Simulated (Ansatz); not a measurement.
One change: `C=C(CCl)[SiH2]F` becomes `C=C(F)CCl`.

Ansatz, PBE0-D4/def2-TZVP geometries, multiplicity 1. Each molecule was computed in one conformer, which needn't be the lowest.

| property | `C=C(CCl)[SiH2]F` |
| --- | --- |
| LUMO energy (ωB97M-V/def2-TZVPP) / eV | 1.17 |
| LUMO energy (PBE0/def2-TZVPP) / eV | -0.93 |
| HOMO–LUMO gap (PBE0/def2-TZVPP) / eV | 7.22 |
| LUMO energy (B3LYP/def2-TZVPP) / eV | -1.14 |
| HOMO energy (ωB97M-V/def2-TZVPP) / eV | -10.36 |
| size of the dipole moment (PBE/def2-TZVPP) / D | 1.84 |

(1) Give the same properties after the change, and the shifts. (Estimate.)

## Answers

(1) Ansatz gave: 
| property | `C=C(F)CCl` | shift |
| --- | --- | --- |
| LUMO energy (ωB97M-V/def2-TZVPP) / eV | 1.63 | 0.46 |
| LUMO energy (PBE0/def2-TZVPP) / eV | -0.54 | 0.39 |
| HOMO–LUMO gap (PBE0/def2-TZVPP) / eV | 7.33 | 0.11 |
| LUMO energy (B3LYP/def2-TZVPP) / eV | -0.78 | 0.36 |
| HOMO energy (ωB97M-V/def2-TZVPP) / eV | -10.10 | 0.26 |
| size of the dipole moment (PBE/def2-TZVPP) / D | 2.19 | 0.35 |

With PBE0 the HOMO rises by 0.28 eV and the LUMO rises by 0.39 eV, so the gap widens by about 0.11 eV. PBE moves the HOMO by 0.34 eV and ωB97M-V by 0.26 eV. Dipoles are sizes alone; their direction can turn.

B3LYP here is the variant with VWN-RPA as its local correlation; programs differ in this.
